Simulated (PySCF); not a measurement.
1-chloro-2-fluorocyclobutene (C4H4ClF), SMILES C1(=C(CC1)Cl)F.

Coordinates come from a PBE0-D3(BJ)/def2-SVP optimisation.

These are TDDFT-PBE/def2-SVPD (PySCF) values and carry that method's errors.

Vertical excitations.  State labels are in the subgroup Cs.

```csv
state,symmetry,energy (eV),λ (nm),f,main pairs
S1,A",5.85,212,0.003,"HOMO→LUMO+1 69 %, HOMO→LUMO+2 31 %"
S2,A",5.96,208,0.006,"HOMO→LUMO+2 69 %, HOMO→LUMO+1 30 %"
S3,A",6.44,192,0.006,HOMO→LUMO+3 99 %
S4,A',6.55,189,0.251,HOMO→LUMO 90 %
S5,A",6.76,184,0.001,HOMO→LUMO+4 99 %
S6,A",6.93,179,0.000,HOMO−1→LUMO 100 %
S7,A',7.15,173,0.023,HOMO→LUMO+5 98 %
S8,A',7.57,164,0.022,"HOMO−1→LUMO+1 56 %, HOMO−1→LUMO+2 43 %"
S9,A",7.66,162,0.004,HOMO→LUMO+6 97 %
S10,A',7.73,160,0.001,"HOMO−1→LUMO+2 56 %, HOMO−1→LUMO+1 41 %"
T1,A',4.32,287,0,HOMO→LUMO 98 %
T2,A",5.51,225,0,HOMO→LUMO+1 96 %
T3,A",5.81,214,0,HOMO→LUMO+2 97 %
T4,A",6.36,195,0,HOMO→LUMO+3 98 %
```
Triplets are in the Tamm–Dancoff approximation, which puts them higher than full response would, so one can lie above its singlet here.
